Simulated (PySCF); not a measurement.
Computed IR spectrum (relative IR intensity) of a molecule C₅H₈NO, multiplicity 2. Coordinates come from a PBE-D3(BJ)/def2-SVP optimisation. Other conformers were not sampled. All values below come from PySCF 2.14.0 with PBE-D3(BJ)/def2-SVP. Harmonic, unscaled wavenumbers; measured fundamentals usually lie a few per cent lower.

Lines under 2 % of the strongest are left out, and lines within 2 cm⁻¹ are merged.

ν (cm⁻¹): 306 (vw), 409 (w), 1082 (vw), 1091 (w), 1202 (w), 1241 (w), 1270 (w), 1320 (w), 1357 (w), 1406 (w), 1416 (vw), 1434 (w), 1437 (m), 1774 (vs), 2903 (w), 2958 (m), 2990 (w), 3004 (w), 3035 (w) (against the strongest line: vs over 80 %, s over 45 %, m over 15 %, w over 4 %, vw less)

**Question.** Which molecule gave these data?
(A) CN1CC[CH]C1=O
(B) [CH2]N1CCCC1=O
(C) CN1[CH]CCC1=O
(D) CN1C[CH]CC1=O

**Answer.** C, CN1[CH]CCC1=O
